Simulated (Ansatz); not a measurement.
`BCC=C=NC`, relaxed with RKS PBE-D4/def2-SVP in Ansatz 0.2.0 from a rough embedded geometry. The force threshold is 0.03 eV/Å; the program also tests the step.

The species carries charge 0 and has multiplicity 1.

Start:

```xyz
14

B    -0.002   -2.371   -1.487
C     0.146   -1.244   -0.457
C    -0.505   -0.013   -0.988
C    -0.473    1.141   -0.183
N    -0.448    2.164    0.454
C     0.222    2.162    1.768
H    -0.580   -3.407   -1.162
H     0.448   -2.334   -2.535
H    -0.287   -1.548    0.523
H     1.252   -1.064   -0.273
H    -0.969    0.033   -1.933
H     1.315    1.929    1.667
H     0.125    3.135    2.178
H    -0.244    1.418    2.428
```

(1) How much energy does the relaxation release, and in how many steps? (An estimate is asked.)

(2) Which bonds change most? (Best estimate.)

(3) Give the relaxed structure. (Best estimate.)

Answers

(1) The calculation gave: 1.75 eV, in 21 steps, 4 of them rejected.

(2) The calculation gave: B1–H8 from 1.141 to 1.219 Å; C3–C4 from 1.407 to 1.330 Å; C3–H11 from 1.054 to 1.104 Å; C6–H13 from 1.060 to 1.110 Å.

(3) The calculation gave: 
```xyz
14

B    -0.250   -2.517   -1.689
C     0.035   -1.489   -0.567
C    -0.119   -0.012   -0.804
C    -0.375    0.878    0.151
N    -0.738    1.670    1.021
C     0.140    2.468    1.857
H    -0.306   -3.702   -1.414
H    -0.272   -2.172   -2.858
H    -0.266   -1.801    0.453
H     1.141   -1.779   -0.605
H    -0.044    0.365   -1.838
H     1.224    2.306    1.662
H    -0.097    3.542    1.708
H    -0.073    2.243    2.923
```
